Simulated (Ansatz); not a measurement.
Basis-set extrapolation for C3H11AlS, SMILES `[CH3][Al-]([CH3])([CH3])[SH2+]` (PBE0-D4/def2-TZVP geometry, frozen core, Ansatz). Multiplicity 1, RHF reference.

```
                      def2-TZVPP   def2-QZVPP
                 HF  -759.544123  -759.568504
    MP2 correlation    -0.826165    -0.882224
CCSD(T) correlation    -0.933615      not run
```

Energies in hartree. Use E(X) = E(∞) + A·exp(−7.88·√X) for Hartree–Fock and E(X) = E(∞) + B·X^(−2.97) for correlation, with X = 3 and 4, and add CCSD(T) minus MP2 of the smaller set to the MP2 limit.

What is the CCSD(T) energy at the basis-set limit?

HF limit: -759.568504 + (-0.024381) × 0.13774 = -759.57186. MP2 limit: -0.882224 + (-0.056059) × 0.74074 = -0.92375. Higher-order term: -0.933615 − (-0.826165) = -0.10745. Total: -760.60306 hartree, 329.0 kJ/mol below CCSD(T)/def2-TZVPP.
